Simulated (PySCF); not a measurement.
Ir²⁺: ionisation energy

Ir²⁺ [Xe] 4f14 5d7 [5d3/2^4 5d5/2^3, M_J = 9/2] → Ir³⁺ [Xe] 4f14 5d6 [5d3/2^4 5d5/2^2, M_J = 4], as a difference of total energies. Calculation: PySCF 2.14, in x2c-SVPall-2c; the two-component X2C-1e Hamiltonian. Correlated levels: [Kr] 4d10 4f14 frozen; the 22 highest virtual spinors dropped. "Screened" scales the spin-orbit matrix elements by Boettger's factors to mimic the two-electron term; Breit and QED terms are absent.

Question: Order these methods by the ionisation energy they give, lowest first.
A. GHF (spin-free)
B. GMP2 (spin-free)
C. GMP2 (screened spin-orbit)
D. GHF (screened spin-orbit)

Answer: A (27.687 eV), D (27.793 eV), B (28.541 eV), C (28.625 eV).

The spin-free rows relax to the high-spin LS determinant and lack the spin-orbit shift.

Errors of the correlated levels include the incompleteness of this basis and the frozen core.

The labels give the starting determinants; with spin-orbit coupling the two ends relaxed to ⟨J²⟩ = 24.76, ⟨L²⟩ = 13.18, ⟨S²⟩ = 3.52 and ⟨J²⟩ = 20.04, ⟨L²⟩ = 6.95, ⟨S²⟩ = 5.60.

For comparison: 28 ± 1.6 eV (theoretical estimate listed by NIST; NIST Atomic Spectra Database, ionization energies).
